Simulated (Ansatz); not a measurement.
Geometry optimisation, RKS PBE-D4/def2-SVP in Ansatz 0.2.0.

Input file:

```yaml
crystal:
  periodic: [false, false, false]
  atoms:
    - { symbol: Sn, position_ang: [-1.539172, -0.512606, -0.58002] }
    - { symbol: Si, position_ang: [0.426377, 1.046808, -0.820291] }
    - { symbol: H, position_ang: [-1.040691, -2.165471, -0.581416] }
    - { symbol: H, position_ang: [-2.428309, -0.195765, 0.864374] }
    - { symbol: H, position_ang: [-2.620905, -0.297857, -1.919543] }
    - { symbol: H, position_ang: [1.843426, -0.609846, 0.814508] }
    - { symbol: Se, position_ang: [1.253606, -1.299498, 2.011006] }
    - { symbol: H, position_ang: [0.67256, 1.826913, 0.443373] }
    - { symbol: H, position_ang: [0.197825, 2.033028, -1.937476] }
    - { symbol: H, position_ang: [1.688356, 0.288539, -1.147756] }
    - { symbol: H, position_ang: [1.546927, -0.114244, 2.853241] }
basis:
  gaussian: { orbitals: def2-SVP }
hamiltonian:
  xc: pbe
  dispersion: d4
relax:
  f_tol: 0.03
  max_steps: 50
```

Launched with:

```bash
$ ansatz run input.yaml --threads 2 --pin off --max-ram 3072MiB --backend cpu --events-out ev --progress --plain --runs-dir out
```

Question: Where does it end, and by what steps?

Answer: It converged. The force dipped under the threshold on the way, but the program's further checks kept it going. After 11 steps the energy has fallen by 0.070 eV; H6 moved furthest, 0.84 Å.

| step | energy less start (eV) | largest force component (eV/Å) | accepted |
| --- | --- | --- | --- |
| 0 | 0.0000 | 0.490 | yes |
| 1 | -0.0345 | 0.211 | yes |
| 2 | -0.0429 | 0.081 | yes |
| 3 | -0.0541 | 0.196 | yes |
| 4 | -0.0541 | 0.162 | yes |
| 5 | -0.0594 | 0.208 | yes |
| 6 | -0.0677 | 0.039 | yes |
| 7 | -0.0687 | 0.033 | yes |
| 8 | -0.0699 | 0.003 | yes |
| 9 | -0.0702 | 0.044 | yes |
| 10 | -0.0703 | 0.042 | yes |
| 11 | -0.0704 | 0.027 | yes |

```xyz
11
Properties=species:S:1:pos:R:3
Sn -1.573 -0.522 -0.599
Si 0.416 1.108 -0.870
H -1.071 -2.162 -0.810
H -2.304 -0.358 0.958
H -2.789 -0.184 -1.791
H 2.377 -1.092 1.240
Se 1.159 -1.260 2.071
H 0.628 1.913 0.385
H 0.164 2.074 -2.000
H 1.687 0.361 -1.176
H 1.308 0.123 2.591
```

Whether the end is a true minimum wasn't checked by a vibrational analysis.

Time of the run: 30 s on 2 threads of Arm Neoverse V1, with other jobs on the host, peak memory 0.16 GiB.
